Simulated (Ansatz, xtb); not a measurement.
Pulling on the B1–H2 bond in C2H7B (SMILES BCC) (multiplicity 1 held, fragments rigid). Energies count from the point at 1.195 Å.
Geometry at that point (charge 0, multiplicity 1):
```xyz
10

B     -0.74512     1.00969     0.73932
H     -1.05554     1.26985     1.86306
H     -1.14246     1.71787    -0.13812
C      0.20448    -0.18372     0.45382
C      0.38209    -0.63740    -0.99729
H     -0.03169    -1.02979     1.11034
H      1.16987     0.17618     0.85720
H      0.67431     0.19820    -1.63621
H     -0.55096    -1.03918    -1.39764
H      1.14267    -1.41485    -1.09440
```

R- and RO- levels are restricted; in cc, def2 and unpolarised 6-31G sets they are followed outwards from rest. Unrestricted levels (U-) break spin symmetry where that is lower. Levels need not reach the same state.

Frozen-core correlation.

The values were computed with Ansatz (Gaussian orbitals); xtb for the GFN methods. Values without a source in brackets are computed. The GFN methods have no spin term and hold the electronic entropy of 300 K.

Q: One of these levels gives 169.23 kcal/mol for the energy at R = 3.822 Å. Which?
A. R-SCS-MP2/cc-pVDZ
B. GFN2-xTB
C. U-MP2/cc-pVDZ
D. R-HF/cc-pVDZ

A: D, R-HF/cc-pVDZ. The others give 123.17 (GFN2-xTB), 103.06 (U-MP2/cc-pVDZ), 136.82 (R-SCS-MP2/cc-pVDZ)

Doubts at one or more of the structures used: a restricted determinant that unrestricted orbitals would lower (R-HF/cc-pVDZ, R-SCS-MP2/cc-pVDZ); a spin-contaminated determinant (U-MP2/cc-pVDZ).

Ansatz is an electronic-structure program.
